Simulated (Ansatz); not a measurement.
The cluster Li11⁺ (the lowest singlet isomer of a short search). The state is a singlet with charge 1. Geometry r2SCAN/def2-SVP, basis def2-TZVP, Ansatz.

| atom | x (Å) | y (Å) | z (Å) |
| --- | --- | --- | --- |
| Li1 | -1.7820 | 2.2266 | 0.2120 |
| Li2 | -0.1077 | 0.4272 | 2.5084 |
| Li3 | 0.2123 | -1.8162 | -2.1301 |
| Li4 | -0.0132 | 0.3306 | -0.5213 |
| Li5 | 1.3710 | 2.4912 | 0.3005 |
| Li6 | -1.3596 | -1.7275 | 0.9957 |
| Li7 | 2.5337 | 0.2773 | -1.6539 |
| Li8 | -2.4492 | -0.1434 | -1.7913 |
| Li9 | 1.5725 | -1.4795 | 1.0771 |
| Li10 | -0.0836 | 1.9195 | -2.8098 |
| Li11 | 0.1058 | -2.5059 | 3.8126 |

```tsv
run	HOMO (eV)	LUMO (eV)
A	-7.52	-3.06
B	-6.12	-4.42
C	-5.97	-4.42
D	-5.68	-4.91
E	-5.62	-4.74
F	-5.47	-4.67
```

LC-ωPBE has ω = 0.4 bohr⁻¹. B3LYP takes the VWN-RPA correlation. The structure comes from a short search, and lower isomers may exist.

Problem. The runs used B3LYP, BLYP, LC-ωPBE, PBE, PBE0, r2SCAN. Estimate which is which.

Solution. A LC-ωPBE (range-separated); B PBE0 (25 % exact exchange); C B3LYP (20 % exact exchange); D PBE (0 % exact exchange); E r2SCAN (0 % exact exchange); F BLYP (0 % exact exchange). Exact exchange lowers occupied and raises empty levels; among semilocal functionals meta-GGAs tend to open the gap a little, and such runs are hard to tell apart. The gap grows from 0.77 eV (PBE) to 4.46 eV (LC-ωPBE). The restricted singlet is unstable towards broken spin symmetry in Hartree–Fock (as tested in another run); at LC-ωPBE/def2-TZVP, PBE0/def2-TZVP, B3LYP/def2-TZVP, PBE/def2-TZVP and others this wasn't settled.
